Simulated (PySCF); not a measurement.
Job file and geometry (Å, from GFN2-xTB) of an NMR shielding run on `InChI=1S/C3H7FOSi/c1-6-3(4)2-5-6/h3,6H,2H2,1H3/t3-,6+/m1/s1`, GIAO PBE0/pcSseg-1 NMR shielding, non-relativistic, gas phase (PySCF 2.14.0, density-fitted response routines); density fitting, a coarse starting grid and PySCF grid level 2 are the driver's defaults:

```
$ OMP_NUM_THREADS=1 python probes_run.py task.json out

{"job": {"kind": "nmr", "xc": "PBE0", "basis": "pcSseg-1"}, "charge": 0, "multiplicity": 1}
C     -2.061067    -0.164071    -0.138903
Si    -0.366836     0.560222    -0.548216
O      0.701983    -0.502553    -1.247034
C      1.657405    -0.544539    -0.183864
C      1.007869     0.422621     0.802468
F      0.673109    -0.188532     1.996006
H     -1.983888    -0.988144     0.566325
H     -2.538831    -0.537747    -1.039524
H     -2.711102     0.588534     0.294085
H     -0.365201     1.850762    -1.232307
H      1.729609    -1.559849     0.207350
H      2.629274    -0.220266    -0.556213
H      1.623288     1.284048     1.062099
```

Question: Write the output of this run.

Answer: 
```
coarse grid: 11400 points
cycle   1  E = -582.4419835379  dE =  7.149e-01  |g| = 8.168e-01  |ddm| = 3.153e+00
cycle   2  E = -582.2669816960  dE =  1.750e-01  |g| = 1.283e+00  |ddm| = 1.878e+00
cycle   3  E = -582.5602783827  dE = -2.933e-01  |g| = 1.156e-01  |ddm| = 1.331e+00
cycle   4  E = -582.5625757958  dE = -2.297e-03  |g| = 4.972e-02  |ddm| = 1.225e-01
cycle   5  E = -582.5630623325  dE = -4.865e-04  |g| = 9.999e-03  |ddm| = 4.133e-02
cycle   6  E = -582.5630765342  dE = -1.420e-05  |g| = 4.321e-03  |ddm| = 9.288e-03
cycle   7  E = -582.5630800302  dE = -3.496e-06  |g| = 3.576e-04  |ddm| = 3.161e-03
final grid: 105968 points
cycle   8  E = -582.6153419083  dE = -2.183e-05  |g| = 1.090e-02  |ddm| = 1.907e-02
cycle   9  E = -582.6153144234  dE =  2.748e-05  |g| = 1.654e-02  |ddm| = 1.786e-02
cycle  10  E = -582.6153649082  dE = -5.048e-05  |g| = 1.309e-03  |ddm| = 1.150e-02
cycle  11  E = -582.6153652638  dE = -3.556e-07  |g| = 2.097e-04  |ddm| = 1.315e-03
cycle  12  E = -582.6153652711  dE = -7.353e-09  |g| = 8.532e-05  |ddm| = 2.056e-04
cycle  13  E = -582.6153652720  dE = -9.334e-10  |g| = 2.506e-05  |ddm| = 6.041e-05
converged SCF energy = -582.6153652720

GIAO shielding tensors (ppm)
atom      isotropic    diamagn.    paramagn.     s11        s22        s33       span
  0 C      187.534     254.995     -67.461    174.201    190.347    198.053     23.852
  1 Si     314.494     879.359    -564.865    245.917    317.819    379.746    133.829
  2 O      291.194     396.522    -105.328    238.992    286.457    348.133    109.141
  3 C      106.170     248.970    -142.801     74.275     95.691    148.544     74.269
  4 C       88.765     247.690    -158.925     49.518     86.480    130.298     80.780
  5 F      414.726     473.410     -58.684    354.854    390.575    498.750    143.897
  6 H       30.529      31.638      -1.108     26.079     29.047     36.463     10.385
  7 H       31.122      29.425       1.696     27.372     27.956     38.037     10.666
  8 H       31.722      29.582       2.140     27.820     28.129     39.215     11.395
  9 H       26.005      29.071      -3.067     22.971     24.510     30.533      7.562
 10 H       26.634      29.834      -3.200     23.194     25.428     31.278      8.084
 11 H       26.503      28.860      -2.357     22.853     25.635     31.022      8.169
 12 H       26.125      30.002      -3.877     22.477     25.785     30.114      7.637
```

Size and cost of the density-fitted run: 144 basis functions, 7.4 s wall time on 1 thread of an AMD EPYC 9R45, shared host; peak memory 0.7 GiB.
